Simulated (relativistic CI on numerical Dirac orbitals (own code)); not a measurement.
# Ni⁴⁺: 2p photoemission

Computed with this model: Dirac-Coulomb-Breit CI, orbitals from a KLI potential per configuration, model QED (radiative potential, 1s self-energy scaled to tabulated hydrogen-like ionisation energies), multiplet model of photoemission in the sudden approximation, unscaled Slater integrals; configurations [Ar] 3d6 → [He] 2s2 2p5 3s2 3p6 3d6; 300 K; Lorentzian 0.35 eV and Gaussian 0.6 eV FWHM. Energies are those of the free ion, without screening or charge transfer. The energies are binding energies and can lie tens of eV above those of solids. S is read from ⟨S²⟩ = S(S + 1).

Field parameters in Wybourne normalisation: Td as Oh with Dq negative (B⁴₀ = 21Dq, B⁴₄ = √(5/14) B⁴₀). The field is a parameter set, without covalency.

free ion: ground-state S = 2.00, centroid 945.82 eV. Peaks (eV, height): 936.2 (100), 938.9 (91), 941.2 (35), 943.1 (7), 944.7 (14), 946.0 (20), 947.2 (7), 957.2 (34), 958.3 (63), 960.1 (29), 963.6 (10).

Td, 10Dq = -2200 cm⁻¹: ground-state S = 2.00, centroid 945.83 eV. Peaks (eV, height): 936.3 (100), 938.9 (97), 941.4 (36), 943.3 (8), 944.8 (14), 946.1 (21), 947.3 (10), 956.5 (32), 957.2 (35), 958.3 (64), 960.2 (31), 963.6 (10).

Td, 10Dq = -6150 cm⁻¹: ground-state S = 2.00, centroid 945.85 eV. Peaks (eV, height): 936.5 (100), 938.8 (82), 941.8 (35), 945.1 (13), 946.2 (18), 947.5 (11), 956.5 (50), 958.5 (58), 960.1 (26), 963.5 (8).

Td, 10Dq = -10050 cm⁻¹: ground-state S = 2.00, centroid 945.85 eV. Peaks (eV, height): 936.7 (100), 938.6 (76), 939.6 (53), 942.0 (28), 945.3 (12), 946.5 (14), 947.7 (10), 956.6 (50), 958.6 (47), 960.2 (22), 963.3 (7).

Td, 10Dq = -13950 cm⁻¹: ground-state S = 2.00, centroid 945.85 eV. Peaks (eV, height): 936.8 (100), 938.6 (71), 940.0 (42), 942.1 (21), 945.7 (11), 946.8 (12), 947.9 (8), 956.6 (47), 958.7 (37), 960.2 (17), 963.3 (6).

Td, 10Dq = -17850 cm⁻¹: ground-state S = 2.00, centroid 945.85 eV. Peaks (eV, height): 936.9 (100), 938.5 (67), 940.2 (38), 942.4 (16), 946.0 (10), 947.2 (10), 956.6 (43), 958.6 (31), 962.0 (7).

Strongest unbroadened transitions for Td, 10Dq = -2200 cm⁻¹:

| Energy (eV) | Relative strength |
| --- | --- |
| 936.23 | 76.5 |
| 936.24 | 100.0 |
| 936.25 | 41.7 |
| 936.26 | 25.5 |
| 936.28 | 54.9 |
| 936.98 | 23.4 |
| 938.27 | 49.1 |
| 938.68 | 41.9 |
| 938.81 | 43.4 |
| 938.94 | 37.7 |
| 938.95 | 44.0 |
| 938.96 | 26.8 |
| 939.15 | 32.7 |
| 941.25 | 26.0 |
| 957.25 | 25.5 |
| 957.26 | 35.0 |
| 958.31 | 81.1 |
| 958.32 | 71.0 |
